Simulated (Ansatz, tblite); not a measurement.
Forces on W4Se8⁻ at its PBE-D4/def2-SVP geometry. The state is a doublet with charge -1.

In the def2 sets W takes a core potential; there is no spin–orbit coupling. The xTB rows come from tblite. Single mean-field runs in def2-TZVP are fitted with def2-universal-jkfit. Another isomer (doublet) lies 0.89 eV lower at PBE0-D4/def2-TZVP; other spin states weren't run for this one.

GFN1-xTB (tblite), largest force 4.13 eV/Å:

```xyz
12
positions Å, forces eV/Å
W    -2.078   -0.734    0.940   -0.283   -0.342   -0.068
W     2.352    0.061   -0.108    0.585    0.166    0.346
W    -0.386    1.291    0.295   -0.502    3.066    2.706
W     0.079   -0.428   -1.479    0.411   -2.764   -3.040
Se    1.879    2.288    0.813   -0.296   -0.765   -0.349
Se   -0.905    1.792   -2.093   -0.026    0.045    0.000
Se    0.439   -1.213    1.001   -0.018   -0.227    0.138
Se    2.301    0.024   -2.558   -0.361    0.036    0.533
Se    4.139   -1.166    0.708   -0.517    0.388   -0.262
Se   -2.193   -1.751   -1.277    0.403    0.488    0.651
Se   -2.826   -1.768    2.867    0.176    0.305   -0.524
Se   -2.801    1.605    0.890    0.428   -0.396   -0.132
```

GFN2-xTB (tblite), largest force 4.82 eV/Å:

```
W -0.427 0.166 -0.980
W 0.047 0.786 -0.261
W 0.291 1.921 0.004
W -0.412 -0.130 -1.523
Se 1.573 -0.403 0.110
Se -0.875 1.270 -1.551
Se 1.186 -3.302 3.306
Se 1.194 0.064 0.228
Se -0.354 0.573 -0.261
Se -1.163 -0.502 0.988
Se -0.002 0.133 -0.589
Se -1.058 -0.575 0.531
```

PBE-D4/def2-TZVP (Ansatz), largest force 0.35 eV/Å:

```
W 0.187 0.184 -0.145
W -0.333 0.047 -0.088
W 0.089 -0.232 -0.095
W 0.027 0.099 0.284
Se -0.067 -0.114 -0.031
Se 0.034 -0.075 0.081
Se -0.044 0.128 -0.149
Se -0.093 -0.027 0.146
Se -0.053 0.027 -0.006
Se 0.099 0.065 0.071
Se 0.033 0.021 -0.062
Se 0.121 -0.124 -0.004
```
